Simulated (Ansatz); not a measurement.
`[F][Al@H-]1[Cl+][Al@H-]([F])[Cl+]1`, 8 atoms. Total charge 0; spin multiplicity 1. All runs use 4 threads of an Arm Neoverse V2 on a shared host. Correlated methods freeze the cores.

(1) How many basis functions does each run have, and how long does it take in Ansatz? direct RPA on PBE orbitals/def2-TZVPP energy; RHF-CCSD(T)/def2-TZVPP energy; RKS B3LYP-D4/def2-TZVPP energy and forces; RKS ωB97M-V/def2-QZVPP energy; RKS r2SCAN-D4/def2-TZVPP energy and forces; RHF-CCSD(T)/def2-SVP energy; RKS PBE0-D4/def2-SVP energy; RKS PBE0-D4/def2-TZVP frequencies; RKS ωB97M-V/def2-SVP energy; RKS r2SCANh-D4/def2-TZVPP energy; RKS PBE0-D4/def2-QZVPP energy; RHF-MP2/def2-QZVPP energy. (An estimate is asked.)

## Answers

(1) Computed: Other jobs shared the machine, so times are rough.

| level | job | functions | wall time | peak host memory (GiB) |
| --- | --- | --- | --- | --- |
| RKS PBE0-D4/def2-SVP | energy | 110 | 1.2 s | 0.24 |
| RHF-CCSD(T)/def2-SVP | energy | 110 | 4.5 s | 0.45 |
| direct RPA on PBE orbitals/def2-TZVPP | energy | 258 | 4.9 s | 0.6 |
| RKS ωB97M-V/def2-SVP | energy | 110 | 5.5 s | 0.38 |
| RKS r2SCAN-D4/def2-TZVPP | energy and forces | 258 | 5.5 s | 0.44 |
| RKS B3LYP-D4/def2-TZVPP | energy and forces | 258 | 6 s | 0.91 |
| RKS r2SCANh-D4/def2-TZVPP | energy | 258 | 6.5 s | 0.87 |
| RKS PBE0-D4/def2-QZVPP | energy | 454 | 11 s | 2.2 |
| RHF-MP2/def2-QZVPP | energy | 454 | 18 s | 2.5 |
| RKS ωB97M-V/def2-QZVPP | energy | 454 | 22 s | 2.5 |
| RKS PBE0-D4/def2-TZVP | frequencies | 222 | 2.3 min | 0.74 |
| RHF-CCSD(T)/def2-TZVPP | energy | 258 | 3 min | 5.5 |

B3LYP here is the variant with VWN-RPA as its local correlation; programs differ in this.
